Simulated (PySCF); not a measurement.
## Radial density of Ne (neon, neutral)

UHF, [He] 2s1 2p6 3d1, high-spin 3D determinant (an excited configuration). Calculation: PySCF 2.14, in aug-cc-pCVTZ-DK with one added diffuse shell each of s, p, d, f type (8s7p5d3f, 75 functions); the spin-free X2C one-electron Hamiltonian (Gaussian nucleus).

| r (bohr) | 4πr²ρ (e/bohr) | 4πr²(ρα − ρβ) |
| --- | --- | --- |
| 0.00290 | 0.06522 | 0.0021 |
| 0.00488 | 0.1757 | 0.0056 |
| 0.00821 | 0.4535 | 0.0143 |
| 0.0138 | 1.131 | 0.0356 |
| 0.0232 | 2.625 | 0.0819 |
| 0.0391 | 5.393 | 0.1639 |
| 0.0657 | 8.991 | 0.2526 |
| 0.111 | 10.73 | 0.2272 |
| 0.186 | 7.977 | 0.0434 |
| 0.313 | 5.406 | 0.2842 |
| 0.526 | 7.079 | 1.2269 |
| 0.885 | 5.996 | 1.0935 |
| 1.49 | 1.834 | 0.1719 |
| 2.50 | 0.3801 | 0.2122 |
| 4.21 | 0.3172 | 0.3168 |
| 7.08 | 0.001094 | 0.0011 |

Densities and radii are taken from the X2C orbitals without a picture-change correction, which distorts them close to the nucleus.

The outer electron is Rydberg-like, and this basis confines it to a smaller radius and binds it less than a complete one would. At UHF the highest occupied level has a positive energy, so only the finite basis holds that electron; for this excited configuration the basis is too tight for the outer shell.
